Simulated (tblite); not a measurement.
Parent: `[CH3:1][Si@@H:2]([OH:3])[CH:4]=[O:5]` with C1–Si2–O3–H 132°, C1–Si2–C4–O5 -124°, C2H6O2Si.

Structures optimised with GFN2-xTB, isolated species. One conformer each, not checked by frequencies here.

| coordinate of the parent | value |
| --- | --- |
| C1–Si2 | 1.894 Å |
| Si2–O3 | 1.622 Å |
| Si2–C4 | 1.922 Å |
| C4=O5 | 1.209 Å |
| C1–Si2–O3 | 109.8° |
| C1–Si2–C4 | 109.8° |
| O3–Si2–C4 | 106.5° |
| Si2–C4–O5 | 120.9° |

Q: How does the shared frame change in `[CH3:1][Si@H:2]([CH:3]=[O:4])[O:5][C:6]([CH3:7])([CH3:8])[CH3:9]` with C1–Si2–C3–O4 -136°, C1–Si2–O5–C6 165°, C6H14O2Si? Atoms pair as C1 = C1, Si2 = Si2, O3 = O5, C4 = C3, O5 = O4 (parent first).

A: 
| parent | relative | value in the relative | change |
| --- | --- | --- | --- |
| C1–Si2 | C1–Si2 | 1.893 Å | -0.001 |
| Si2–O3 | Si2–O5 | 1.603 Å | -0.019 |
| Si2–C4 | Si2–C3 | 1.929 Å | +0.007 |
| C4=O5 | C3=O4 | 1.209 Å | 0.000 |
| C1–Si2–O3 | C1–Si2–O5 | 104.9° | -4.9 |
| C1–Si2–C4 | C1–Si2–C3 | 108.3° | -1.5 |
| O3–Si2–C4 | O5–Si2–C3 | 114.3° | +7.8 |
| Si2–C4–O5 | Si2–C3–O4 | 124.3° | +3.4 |

Of the parent's bonds, Si2–O3 changes most (-0.019 Å). Bonds of the relative outside the shared frame: O5–C6 1.420, C6–C7 1.530, C6–C8 1.526, C6–C9 1.529 Å. Point group C1 → C1.

These are computed values.
